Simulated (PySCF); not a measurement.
Ionisation energy of Xe⁴⁰⁺ by level of theory

Xe⁴⁰⁺ [Ne] 3s2 3p2 (3P) → Xe⁴¹⁺ [Ne] 3s2 3p1 (2P), as a difference of total energies. Calculation: PySCF 2.14, in an uncontracted even-tempered set (18 s from 7.3 bohr⁻², ratio 2.5; 12 p from 9.5 bohr⁻², ratio 2.5; 4 d from 38 bohr⁻², ratio 2.7; 4 f from 58 bohr⁻², ratio 2.7); the spin-free X2C one-electron Hamiltonian (Gaussian nucleus). Correlated levels: outer shells: 1s2 frozen; virtual orbitals above 40 to 60 times the deepest correlated orbital energy dropped. The calculations carry no spin-orbit coupling.

```
                method  ionisation energy (eV)
                   UHF                  2930.0
                   LDA                  2931.2
                   PBE                  2931.8
                  PBE0                  2931.7
                r2SCAN                  2932.1
                M06-2X                  2932.0
                B2PLYP                  2931.6
    MP2 (outer shells)                  2930.5
SCS-MP2 (outer shells)                  2930.3
```

Spin-orbit coupling is strong in these open shells (close to jj coupling). The scalar numbers leave it out and a first-order estimate fails, so it can dominate the gap to the real levels.

Breit and QED terms and the two-electron picture change are absent.

For comparison: 2975 ± 4 eV (theoretical estimate listed by NIST; NIST Atomic Spectra Database, ionization energies).
